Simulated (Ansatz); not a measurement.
Si(I)(Me)2(OH) (C2H7IOSi), SMILES C[Si](C)(O)I. Atoms are numbered in the order given.

```xyz
12

C     -1.8476    -0.7514     1.5495
Si    -1.2093     0.0702     0.0000
C     -1.8476    -0.7514    -1.5495
O     -1.5167     1.7078     0.0000
I      1.2427    -0.0887     0.0000
H     -2.9480    -0.6910     1.5931
H     -1.4372    -0.2623     2.4452
H     -1.5627    -1.8142     1.5736
H     -1.4372    -0.2623    -2.4452
H     -1.5627    -1.8142    -1.5736
H     -2.9480    -0.6910    -1.5931
H     -2.4416     1.9732     0.0000
```

The structure is a stationary point at PBE0-D3(BJ)/def2-SVP. The def2 effective core potentials stand for the cores of I; spin–orbit coupling is left out. One conformer was computed; it need not be the lowest.

Two levels are set side by side: PBE-D3(BJ)/def2-SVP (Ansatz, a quantum-chemistry and plane-wave program) and PBE0-D3(BJ)/def2-SVP (Ansatz). Each level has its own optimised geometry; the coordinates shown are those of the second. Differences are taken from unrounded values.

| quantity | PBE0-D3(BJ) |
|---|---|
| mean bond length (Å) | 1.402 |
| bond C1–Si2 (Å) | 1.866 |
| bond Si2–C3 (Å) | 1.866 |
| bond Si2–O4 (Å) | 1.666 |
| bond Si2–I5 (Å) | 2.457 |
| bond C1–H6 (Å) | 1.103 |
| bond C1–H7 (Å) | 1.100 |
| bond C1–H8 (Å) | 1.101 |
| bond C3–H9 (Å) | 1.100 |
| bond C3–H10 (Å) | 1.101 |
| bond C3–H11 (Å) | 1.103 |
| bond O4–H12 (Å) | 0.962 |

Task: What does PBE-D3(BJ) give, and how far is it from PBE0-D3(BJ)? (An estimate is asked for; the answer gives what the named calculation found.)

Result: 
```json
[
 {"quantity": "mean bond length (Å)", "PBE-D3(BJ)": "1.413", "PBE-D3(BJ) minus PBE0-D3(BJ)": "0.011"},
 {"quantity": "bond C1–Si2 (Å)", "PBE-D3(BJ)": "1.879", "PBE-D3(BJ) minus PBE0-D3(BJ)": "0.013"},
 {"quantity": "bond Si2–C3 (Å)", "PBE-D3(BJ)": "1.879", "PBE-D3(BJ) minus PBE0-D3(BJ)": "0.013"},
 {"quantity": "bond Si2–O4 (Å)", "PBE-D3(BJ)": "1.684", "PBE-D3(BJ) minus PBE0-D3(BJ)": "0.018"},
 {"quantity": "bond Si2–I5 (Å)", "PBE-D3(BJ)": "2.476", "PBE-D3(BJ) minus PBE0-D3(BJ)": "0.019"},
 {"quantity": "bond C1–H6 (Å)", "PBE-D3(BJ)": "1.111", "PBE-D3(BJ) minus PBE0-D3(BJ)": "0.008"},
 {"quantity": "bond C1–H7 (Å)", "PBE-D3(BJ)": "1.108", "PBE-D3(BJ) minus PBE0-D3(BJ)": "0.008"},
 {"quantity": "bond C1–H8 (Å)", "PBE-D3(BJ)": "1.109", "PBE-D3(BJ) minus PBE0-D3(BJ)": "0.008"},
 {"quantity": "bond C3–H9 (Å)", "PBE-D3(BJ)": "1.108", "PBE-D3(BJ) minus PBE0-D3(BJ)": "0.008"},
 {"quantity": "bond C3–H10 (Å)", "PBE-D3(BJ)": "1.109", "PBE-D3(BJ) minus PBE0-D3(BJ)": "0.008"},
 {"quantity": "bond C3–H11 (Å)", "PBE-D3(BJ)": "1.111", "PBE-D3(BJ) minus PBE0-D3(BJ)": "0.008"},
 {"quantity": "bond O4–H12 (Å)", "PBE-D3(BJ)": "0.974", "PBE-D3(BJ) minus PBE0-D3(BJ)": "0.012"}
]
```

Exact exchange shortens and stiffens bonds; PBE has none. Differences between two approximate levels are no errors against the true value.
